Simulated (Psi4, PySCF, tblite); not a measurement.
Intermolecular potential of HCl ··· BF3 (SMILES Cl and FB(F)F). Monomers: optimised at B3LYP-D3(BJ) (def2-TZVP), held rigid. Orientation: lowest of the rigid-body minima from ten starts at GFN2-xTB (searched outside a hard wall at short contacts). Only R, the distance of the centres of mass, is varied, so the lowest point isn't the relaxed dimer. The shortest distances reach bonding range, where SAPT0 and rigid monomers are unreliable.

- RKS-LDA (SVWN5)/6-31G* = PySCF with restricted LDA (SVWN5)/6-31G*, spherical d, no counterpoise correction
- GFN2-xTB (tblite)
- RMP2/6-31G* = restricted MP2 (frozen core)/6-31G*, spherical d, no counterpoise correction (PySCF)
- SAPT0/jun-cc-pVDZ, frozen core (Psi4)

Interaction energies in kJ/mol; the last columns give the difference from SAPT0:

```tsv
R / Å	RKS-LDA (SVWN5)/6-31G*	GFN2-xTB	RMP2/6-31G*	SAPT0/jun-cc-pVDZ	RKS-LDA (SVWN5)/6-31G* − SAPT0/jun-cc-pVDZ	GFN2-xTB − SAPT0/jun-cc-pVDZ	RMP2/6-31G* − SAPT0/jun-cc-pVDZ
2.18	43.83	29.14	92.62	86.98	-43.15	-57.84	5.64
2.31	15.92	5.62	55.02	52.52	-36.60	-46.91	2.50
2.57	-10.28	-12.28	13.22	15.18	-25.47	-27.46	-1.96
2.74	-15.73	-13.66	0.51	3.93	-19.66	-17.60	-3.42
2.95	-16.52	-12.06	-6.50	-2.70	-13.83	-9.37	-3.80
3.16	-14.37	-9.73	-8.32	-5.14	-9.24	-4.60	-3.18
3.45	-10.25	-7.05	-7.36	-5.51	-4.74	-1.54	-1.85
3.75	-6.65	-5.23	-5.43	-4.66	-1.99	-0.58	-0.77
4.22	-3.26	-3.45	-3.14	-3.07	-0.19	-0.38	-0.07
4.95	-1.15	-1.81	-1.40	-1.52	0.37	-0.29	0.12
5.95	-0.37	-0.76	-0.56	-0.66	0.29	-0.09	0.11
7.21	-0.14	-0.28	-0.24	-0.29	0.14	0.00	0.05
```

RKS-LDA (SVWN5)/6-31G* is furthest from SAPT0/jun-cc-pVDZ at 2.18 (-43.15 kJ/mol, below); its mean absolute difference over the points is 12.97 kJ/mol.

GFN2-xTB is furthest from SAPT0/jun-cc-pVDZ at 2.18 (-57.84 kJ/mol, below); its mean absolute difference over the points is 13.89 kJ/mol.

RMP2/6-31G* is furthest from SAPT0/jun-cc-pVDZ at 2.18 (5.64 kJ/mol, above); its mean absolute difference over the points is 1.96 kJ/mol.
